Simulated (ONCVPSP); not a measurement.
Which change was made? (N, ONCV)

ONCVPSP 4.0.1 input, shortened (lines: element, Z, core and valence counts, functional; n l f; lmax; l rc ep ncon nbas qcut; lloc lpopt rc5 dvloc0; l nproj debl; icmod fcfact rcfact), PBEsol, non-relativistic:

```
  N 7.00    0    3  -116133      upf
    1    0    2.00
    2    0    2.00
    2    1    3.00
    2
    0    0.40    0.00    4    9   29.50
    1    2.10    0.00    4    7    7.50
    2    1.60    0.06    4    8    6.00
    4    5    0.30    2.00
    0    2    0.60
    1    1    3.70
    2    2    1.10
    0    0.00    0.00
```

Cutoffs, loose and tight: the cutoffs (Ha) at which the residual kinetic energy of the hardest occupied pseudo-wave falls to 1 and 0.1 mHa per electron. They do not see the model core or the augmentation charge, which bear on the density cutoff. Test errors are all-electron minus pseudo excitation energies from the reference, over the configurations 1s2 2s2 2p2; 1s2 2s2 2p1; 1s2 2s2 2p0; 1s2 2s1 2p4; variants that change the core or the reference have their own tests.

The base gives: outcome: generated; cutoff, loose: 353 Ha; cutoff, tight: 400 Ha; bound ghosts: d; GHOST(+) flags above zero: p; largest test error (meV): +1619.

Q: After one change the result is: outcome: generated; cutoff, loose: 642 Ha; cutoff, tight: 1480 Ha; bound ghosts: d; GHOST(+) flags above zero: p; largest test error (meV): +2435. Which change was it?
A. s: qcut 23.6; p: qcut 6; d: qcut 4.8
B. s: qcut 22.1; p: qcut 5.6; d: qcut 4.5
C. s: qcut 18.6; p: qcut 4.7; d: qcut 3.8
D. s: qcut 40; p: qcut 10.2; d: qcut 8.1

A: B. The others give: s: qcut 23.6; p: qcut 6; d: qcut 4.8 → outcome: generated; cutoff, loose: 300 Ha; cutoff, tight: 1390 Ha; bound ghosts: d; GHOST(+) flags above zero: p; largest test error (meV): +2204 | s: qcut 40; p: qcut 10.2; d: qcut 8.1 → outcome: generated; cutoff, loose: 478 Ha; cutoff, tight: 563 Ha; bound ghosts: none; GHOST(+) flags above zero: p, d; largest test error (meV): +1121 | s: qcut 18.6; p: qcut 4.7; d: qcut 3.8 → outcome: generated; cutoff, loose: 1427 Ha; cutoff, tight: 1803 Ha; bound ghosts: d; GHOST(+) flags above zero: p; largest test error (meV): +3102.
